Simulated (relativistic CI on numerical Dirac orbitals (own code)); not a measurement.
## Ar I: sensitivity of the levels to the model

Base calculation: Dirac-Coulomb-Breit CI, separate exchange-only KLI orbitals for each configuration, model QED, valence Slater integrals scaled by 0.85, P86 correlation energy added to each configuration.

Configuration list (outside the closed core [Ne]): 3s²3p⁶, 3s²3p⁵4s, 3s²3p⁵4p, 3s²3p⁵3d, 3s²3p⁵5s, 3s²3p⁵5p, 3s²3p⁵4d, 3s²3p⁵6s, 3s²3p⁵4f, 3s²3p⁵6p, 3s²3p⁵5d, 3s²3p⁵5f, 3s²3p⁵5g, 3s²3p⁵6d, 3s3p⁶3d. Double excitations out of closed p, d and f shells are left out; levels of such configurations are missing from the list, as are those of other unlisted configurations, and high levels can miss mixing partners.

The lowest level and the first level of each name with at least 55 % of one term (blank where a level has no safe partner in the second run):

```tsv
Level	Base (cm⁻¹)	Shift (cm⁻¹)
3s²3p⁶ ¹S0	0.0	0.0
3s²3p⁵4s ³P°2	92986.7	+2595.6
3s²3p⁵4s ³P°1	93590.9	+2595.6
3s²3p⁵4s ³P°0	94424.5	+2596.0
3s²3p⁵4s ¹P°1	95227.9	+2595.5
3s²3p⁵4p ³S1	103284.0	+3613.7
3s²3p⁵4p ³D3	104317.6	+3616.0
3s²3p⁵4p ³D2	104476.7	+3616.1
3s²3p⁵4p ³P2	105027.1	+3616.1
3s²3p⁵4p ³P0	105856.9	+3614.0
3s²3p⁵4p ³P1	106297.7	+3615.8
3s²3p⁵4p ¹S0	107742.2	+3599.8
3s²3p⁵3d ³P°0	111705.4	+3590.6
3s²3p⁵3d ³P°1	111830.7	+3586.8
```

For a near-neutral ion this model can misplace configurations by up to about 10,000 cm⁻¹ (more where the count of f electrons changes) and terms by 10 to 25 % of their spread. Rates follow the energies as ν³ (E1, M1) or ν⁵ (E2), so they and the lifetimes can be off by large factors. The fine structure of a lone outer electron comes out too small, for d and f at times inverted, and misplaced configurations move strength between like terms. 30 of the 30 excited levels that our extract of the measured tables holds in this range could be paired (the sources list more); they are missed by 680 cm⁻¹ on average and 1210 at most, and levels without a partner can miss by more.

Question: One thing was changed in a second run, which moved the levels as shown. Which?
A. QED terms removed
B. Breit term removed
C. only the first 3 configurations
D. self-excluded LDA correlation estimate
E. valence Slater integrals scaled by 0.75
F. configuration mixing switched off

Answer: D. Self-excluded LDA correlation estimate. A correlation estimate moves all levels of a configuration together before mixing; mixed levels move by a weighted share.

LS names give the leading component of a level, which can be under half, so a name can repeat, a term be missing and a line seem to break the LS rules.
